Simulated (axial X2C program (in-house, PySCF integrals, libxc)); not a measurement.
Which molecule has these constants?

Computed with an in-house all-electron X2C program for linear molecules (integrals from PySCF), spin-free (one-electron X2C) or two-component (2c: spin–orbit coupling with atomic mean-field Coulomb and Gaunt terms, which also bring small scalar terms), in Dyall basis sets with cores contracted in-house; open shells are unrestricted.

A two-component PBE0 calculation in a Dyall 3-zeta basis gave Re = 3.082 Å, ωe = 141.3 cm⁻¹, De = 0.49 eV, Ω = 3/2.

**Question.** Which molecule is it?
A. RbI⁺
B. NaI⁺
C. KI⁺
D. LiI⁺
E. HI⁺

**Answer.** B. The others have LiI⁺ 2.709 Å and 299.0 cm⁻¹ (Ω = 3/2); KI⁺ 3.550 Å and 84.9 cm⁻¹ (Ω = 3/2); HI⁺ 1.638 Å and 2202.3 cm⁻¹ (Ω = 3/2); RbI⁺ 3.729 Å and 59.5 cm⁻¹ (Ω = 3/2).

Each entry is the lowest single determinant of a limited PBE0 search at one distance. De goes to single-determinant-based atoms at the same level (for ions the charge split of lowest energy) and is withheld (n/a) where an atom does not fit its ground term or J level. Main or longest-lived isotopes. One determinant is a doubtful description, or other states lie close, for NaI⁺, KI⁺, RbI⁺; these need not be ground states, and all values refer to the states named. The functionals have no current term, which raises determinants with orbital currents. Where the atoms have a lower orbital projection than the molecule, De at mean-field level may be about a tenth of an eV too small.
